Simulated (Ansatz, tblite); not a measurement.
Cost and result up the ladder for In4N4H16, a cluster cut from zinc blende InN (hydrogen-capped) (24 atoms). Total charge 0; singlet. Geometry: r2SCAN-D4/def2-SVP.

```xyz
24

N    -0.2651    1.8971    0.9857
N    -1.5035   -1.5344    0.2273
N     1.7825   -0.8384    0.8913
N    -0.0120    0.4700   -2.1001
In    1.5931    1.1193    1.9534
In    0.2885   -2.4770    1.1736
In   -0.3004    2.4821   -1.1710
In   -1.5856   -1.1110   -1.9661
H    -0.4726    2.7659    1.4911
H    -1.0669    1.3018    1.2125
H    -2.2577   -2.2127    0.3830
H    -1.8124   -0.7198    0.7655
H     2.6601   -1.2342    1.2467
H     1.9813   -0.6953   -0.1030
H     0.9062    0.0881   -1.8557
H     0.0770    0.6602   -3.1046
H     1.1698    0.6948    3.5737
H     2.8546    2.1343    1.3513
H    -0.0074   -2.5065    2.8753
H     0.7332   -3.7454    0.0883
H    -1.9324    2.9070   -1.5454
H     1.1703    3.3565   -1.4092
H    -3.0690   -0.2747   -2.2560
H    -0.9316   -2.5277   -2.7075
```

Ansatz on 2 threads of AMD EPYC 7R13 on a shared host and a share (18 GiB) of an NVIDIA H100 80GB HBM3; xTB runs through tblite on one thread. Times are rough, summed over both states, and most runs start from the orbitals of an earlier one. ωB97X-V/def2-TZVP serves as the yardstick here, not as an exact answer. The other state is a doublet.

In the def2 sets In takes a core potential; there is no spin–orbit coupling. The xTB rows come from tblite. Single mean-field runs in def2-TZVP are fitted with def2-universal-jkfit.

Raw xTB energies of ions are shifted by several eV.

```tsv
level	functions	wall time
GFN2-xTB	68	0.046 s
GFN1-xTB	84	0.069 s
PBE-D4/def2-TZVP	420	7.9 s
PBE0-D4/def2-TZVP	420	7.9 s
ωB97X-V/def2-TZVP (with forces)	420	23 s
```

(1) Estimate what each level gives for the vertical IE (eV).

Answers

(1) 
| level | vertical IE (eV) | difference from ωB97X-V/def2-TZVP (eV) |
| --- | --- | --- |
| GFN2-xTB | 12.92 | 3.02 |
| GFN1-xTB | 11.81 | 1.91 |
| PBE-D4/def2-TZVP | 8.35 | -1.55 |
| PBE0-D4/def2-TZVP | 9.00 | -0.90 |
| ωB97X-V/def2-TZVP (with forces) | 9.90 | 0.00 |
